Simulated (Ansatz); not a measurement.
C2F6, triplet, at the geometry of the source list (a higher spin typed on purpose: for a closed-shell molecule this is an excited state). Base run: HF/pcseg-1 run with Ansatz (a quantum-chemistry and plane-wave program).

Here is a job for Ansatz.
Ansatz 0.2 input:
```yaml
crystal:
  periodic: [false, false, false]
  atoms:
    - {symbol: F, position_ang: [1.39660000, -0.29340000, -1.02660000]}
    - {symbol: C, position_ang: [0.76480000, -0.07020000, 0.11950000]}
    - {symbol: F, position_ang: [1.25550000, 1.03900000, 0.65930000]}
    - {symbol: F, position_ang: [1.01660000, -1.08260000, 0.94070000]}
    - {symbol: C, position_ang: [-0.76480000, 0.07020000, -0.11950000]}
    - {symbol: F, position_ang: [-1.01670000, 1.08270000, -0.94060000]}
    - {symbol: F, position_ang: [-1.25550000, -1.03900000, -0.65940000]}
    - {symbol: F, position_ang: [-1.39660000, 0.29330000, 1.02660000]}
basis:
  gaussian:
    orbitals: pcseg-1.json
hamiltonian:
  xc: hf
magnetization: {spin_polarized: true, initial_magnetization: 2}
```
The basis file holds pcseg-1 in the JSON format of the Basis Set Exchange.

Each row names what was changed in the base input (with any setting that the change needs).

```csv
change,ΔE vs base (mEh)
base,0.000
fitting.mean_field = def2-universal-JKFIT,0.368
lower_state_search = light,0.000
forces = on,0.000
"point_charge = charge:0.5 position_ang:-0.1402, -1.169, -4.61",-1.125
nuclear_model = gaussian,0.136
accuracy = high,-0.024
"point_charge = charge:-1.0 position_ang:-2.1199, 3.7846, -1.9548",-23.564
fitting.mean_field = cc-pVTZ-JKFIT,0.331
"point_charge = charge:1.0 position_ang:-0.2276, -1.9763, -4.3222",-3.434
lower_state_search = off,0.033
```
